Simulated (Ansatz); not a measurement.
Isolated molecules relaxed with PBE0-D4/def2-TZVP in Ansatz; ΔE leaves out vibrations. CCSD(T)/CBS is the MP2 limit (def2-TZVPP, def2-QZVPP) plus CCSD(T) − MP2 in def2-TZVPP, frozen cores. Functionals use def2-TZVPP. B3LYP here is the variant with VWN-RPA as its local correlation; programs differ in this. One conformer a species, not always the lowest.

`C=C([SiH3])C[SiH3]` → `C=C(C)[SiH2][SiH3]`  (isomerisation)

```json
{"level": "LDA (SPW92)", "ΔE (kJ/mol)": "-16.7", "difference from CCSD(T)/CBS": "-8.6"}
{"level": "PBE-D4", "ΔE (kJ/mol)": "-19.8", "difference from CCSD(T)/CBS": "-11.7"}
{"level": "BLYP-D4", "ΔE (kJ/mol)": "-10.5", "difference from CCSD(T)/CBS": "-2.4"}
{"level": "B3LYP-D4", "ΔE (kJ/mol)": "-9.6", "difference from CCSD(T)/CBS": "-1.5"}
{"level": "r2SCAN0-D4", "ΔE (kJ/mol)": "-12.4", "difference from CCSD(T)/CBS": "-4.3"}
{"level": "PBE-QIDH", "ΔE (kJ/mol)": "-10.9", "difference from CCSD(T)/CBS": "-2.8"}
{"level": "PBE", "ΔE (kJ/mol)": "-21.8", "difference from CCSD(T)/CBS": "-13.7"}
{"level": "revPBE", "ΔE (kJ/mol)": "-23.9", "difference from CCSD(T)/CBS": "-15.8"}
{"level": "BLYP", "ΔE (kJ/mol)": "-15.3", "difference from CCSD(T)/CBS": "-7.2"}
{"level": "r2SCAN0", "ΔE (kJ/mol)": "-12.9", "difference from CCSD(T)/CBS": "-4.8"}
{"level": "HF/def2-SVP", "ΔE (kJ/mol)": "-6.4", "difference from CCSD(T)/CBS": "1.7"}
{"level": "MP2/def2-SVP", "ΔE (kJ/mol)": "-2.7", "difference from CCSD(T)/CBS": "5.4"}
{"level": "MP2/def2-TZVPP", "ΔE (kJ/mol)": "-1.4", "difference from CCSD(T)/CBS": "6.7"}
{"level": "SCS-MP2/def2-TZVPP", "ΔE (kJ/mol)": "-1.5", "difference from CCSD(T)/CBS": "6.6"}
{"level": "MP2/def2-QZVPP", "ΔE (kJ/mol)": "-1.3", "difference from CCSD(T)/CBS": "6.8"}
{"level": "CCSD/CBS(def2)", "ΔE (kJ/mol)": "-8.0", "difference from CCSD(T)/CBS": "0.1"}
{"level": "CCSD(T)/CBS", "ΔE (kJ/mol)": "-8.1", "difference from CCSD(T)/CBS": "0"}
```

Problem. What do rigid-rotor, harmonic-oscillator terms from PBE0-D4/def2-TZVP frequencies (298.15 K, 1 bar) make of the CCSD(T)/CBS value? (Best estimate.)

Solution. Ansatz gave: ΔZPE = +5.1 kJ/mol, ΔH = -1.8 kJ/mol, ΔS = 9 J/(mol·K), ΔG = -4.6 kJ/mol. Modes under 50 cm⁻¹ make the entropy rough.

Largest T1 diagnostic among the species: 0.012.

From BLYP to BHLYP (50 % exact exchange), in def2-TZVPP and without D4, ΔE moves by +6.6 kJ/mol. Leaving LDA and LC-ωPBE aside and taking each functional with its dispersion term where it has one, the values, not all of them listed here, spread over 15.8 kJ/mol, from PBE-D4 to ωB97M-V. LDA lies +5.1 kJ/mol from PBE without D4.
